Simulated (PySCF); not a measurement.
A PySCF script (with the pyscf-properties extension) for the NMR shieldings of `BCBn1cccc1`, C₅H₉B₂N, on a GFN2-xTB geometry:

```python
import basis_set_exchange as bse
import numpy as np
from pyscf import gto, dft
from pyscf.prop import nmr

atoms = """
B     2.574111    0.724490    0.472089
C     2.022801   -0.682257    0.065218
B     0.792066   -0.414187   -0.896426
N    -0.509910   -0.173668   -0.389111
C    -0.910318   -0.087181    0.929459
C    -2.240020    0.174208    0.987434
C    -2.708427    0.253766   -0.354363
C    -1.638100    0.040537   -1.158875
H     3.353846    1.270596   -0.208259
H     2.190206    1.255314    1.442429
H     2.769939   -1.258575   -0.478202
H     1.702030   -1.254695    0.934240
H     0.924434   -0.393883   -2.061065
H    -0.204394   -0.207815    1.726094
H    -2.833198    0.298587    1.872271
H    -3.716937    0.446609   -0.663803
H    -1.575128    0.020183   -2.229042
"""
names = dict.fromkeys(["B", "C", "N", "H"], "pcSseg-1")
basis = {el: gto.basis.parse(bse.get_basis(n, elements=[el], fmt="nwchem")) for el, n in names.items()}
mol = gto.M(atom=atoms, basis=basis, charge=0, verbose=0)
mf = dft.RKS(mol, xc="PBE0")
mf.grids.level = 2
mf.grids.alignment = dft.numint.BLKSIZE   # the property module wants whole blocks of grid points
mf.conv_tol = 1e-9
mf.kernel()

calc = nmr.RKS(mf)   # GIAO
C = mf.mo_coeff
Co = C[:, mf.mo_occ > 0]
resp = mf.gen_response(singlet=True, hermi=2)
def vind(x):   # induced exchange potential for any number of trial vectors
    d = np.einsum("pi,xij,qj->xpq", C, 2 * x.reshape(-1, C.shape[1], Co.shape[1]), Co, optimize=True)
    return np.einsum("xpq,pi,qj->xij", resp(d - d.transpose(0, 2, 1)), C, Co, optimize=True).ravel()
mo1, _ = nmr.rhf.solve_mo1(calc, with_cphf=vind)
sigma = calc.kernel(mo1)
for i, s in enumerate(sigma):   # ppm
    print("%2d %-2s %9.2f" % (i, mol.atom_pure_symbol(i), np.trace(s) / 3))
```

Question: What are the results?

Answer: 
```
 0 B      13.99
 1 C     142.54
 2 B      52.71
 3 N      34.38
 4 C      58.19
 5 C      64.19
 6 C      65.40
 7 C      52.21
 8 H      23.78
 9 H      23.67
10 H      28.44
11 H      28.53
12 H      25.78
13 H      24.14
14 H      24.91
15 H      25.04
16 H      24.74
```

These numbers come from an equivalent density-fitted implementation of the same equations, which agrees with the script to about 0.01 ppm for H and up to a few tenths of a ppm for heavy atoms, so last digits may differ.

Size and cost of the density-fitted run: 181 basis functions, of the order of 70 core-seconds.
